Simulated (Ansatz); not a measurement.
Calculation: frozen-core CCSD(T)/cc-pVDZ // PBE-D3(BJ)/def2-SVP (Ansatz, a program for electronic structure).

Ansatz 0.2 input:
```yaml
crystal:
  periodic: [false, false, false]
  atoms:
    - { symbol: C, position_ang: [0.597103, 2.040023, -1.693634] }
    - { symbol: O, position_ang: [-0.344441, 1.110111, -1.184618] }
    - { symbol: Si, position_ang: [0.000231, -0.000079, -0.00013] }
    - { symbol: O, position_ang: [-1.280883, -1.054109, 0.04613] }
    - { symbol: C, position_ang: [-1.887003, -1.611478, -1.108138] }
    - { symbol: O, position_ang: [1.465568, -0.671993, -0.394708] }
    - { symbol: C, position_ang: [2.21848, -1.494508, 0.481077] }
    - { symbol: O, position_ang: [0.160635, 0.615574, 1.532725] }
    - { symbol: C, position_ang: [-0.928652, 1.065985, 2.320745] }
    - { symbol: H, position_ang: [0.833328, 2.833661, -0.949519] }
    - { symbol: H, position_ang: [0.163665, 2.527298, -2.590797] }
    - { symbol: H, position_ang: [1.54922, 1.544374, -1.9835] }
    - { symbol: H, position_ang: [-2.139464, -0.830234, -1.857884] }
    - { symbol: H, position_ang: [-1.224586, -2.359824, -1.5986] }
    - { symbol: H, position_ang: [-2.82133, -2.125861, -0.803759] }
    - { symbol: H, position_ang: [2.337391, -1.027538, 1.483074] }
    - { symbol: H, position_ang: [1.742067, -2.491224, 0.618754] }
    - { symbol: H, position_ang: [3.224593, -1.651582, 0.04146] }
    - { symbol: H, position_ang: [-1.746842, 0.314136, 2.359285] }
    - { symbol: H, position_ang: [-0.566664, 1.249263, 3.353012] }
    - { symbol: H, position_ang: [-1.352416, 2.018009, 1.929027] }
basis:
  gaussian: { orbitals: cc-pVDZ }
correlation:
  method: ccsd_t
```

Output:

```
Functional definition: HF
1729 factors; integrals over basis functions are off by at most 1.3e-3 eV
mean field evaluation 1: about -20321.6008 eV, gradient 4.9e1 eV
mean field evaluation 2: about -20321.8948 eV, gradient 4.9e1 eV
mean field evaluation 4: about -20326.8928 eV, gradient 4.8e0 eV
mean field evaluation 8: about -20326.9600 eV, gradient 1.6e-1 eV
mean field evaluation 16: about -20325.5121 eV, gradient 2.4e1 eV
mean field -20326.96009645 eV, -747.0020054361 hartree, gradient 9.7e-7 eV, S^2 0.000000; 0 other end points of the search recorded, 0 dependent functions left out
13 core orbitals not correlated
reference -20326.96009645 eV, -747.0020054361 hartree; 28, 28 occupied and 149, 149 virtual orbitals, 1729 factors
second order -38.06490169 eV of doubles, -0.00000000 eV of singles
cycle   1  -39.05544469 eV  change   -9.9e-1 eV  update   1.4e-1
cycle   2  -40.04062479 eV  change   -9.9e-1 eV  update   3.9e-2
cycle   3  -40.28449497 eV  change   -2.4e-1 eV  update   1.9e-2
cycle   4  -40.27539006 eV  change    9.1e-3 eV  update   3.8e-3
cycle   5  -40.27543051 eV  change   -4.0e-5 eV  update   1.6e-3
cycle   6  -40.27639162 eV  change   -9.6e-4 eV  update   4.5e-4
cycle   7  -40.27611290 eV  change    2.8e-4 eV  update   1.7e-4
cycle   8  -40.27600266 eV  change    1.1e-4 eV  update   4.7e-5
cycle   9  -40.27600405 eV  change   -1.4e-6 eV  update   1.7e-5
perturbative correction -1.04395331 eV, -0.0383645766 hartree
Total energy: -20368.28005381 eV, -748.5204858614 hartree
```

Cost: very roughly 7 core-minutes.
